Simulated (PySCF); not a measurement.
trans-(1R,2R)-1-chloro-2-fluorocyclobutane (C₄H₆ClF), SMILES Cl[C@@H]1CC[C@H]1F.

Geometry optimised at B3LYP-D3(BJ)/def2-SVP.

Computed with PySCF with SMD-B3LYP/6-31G*.

Solvation free energies are E(SMD) − E(gas) at the gas-phase geometry, for 1 M in both phases. In vacuum the dipole moment is 2.45 D.

Estimate the solvation free energies in water, acetonitrile, acetone. (An estimate is asked for; the answer gives what the named calculation found.)


```tsv
solvent	ΔG(solv) (kcal/mol)	its non-electrostatic (CDS) part	dipole (D)
water	-2.0	2.7	3.11
acetonitrile	-6.2	-1.6	3.09
acetone	-6.4	-2.0	3.07
```
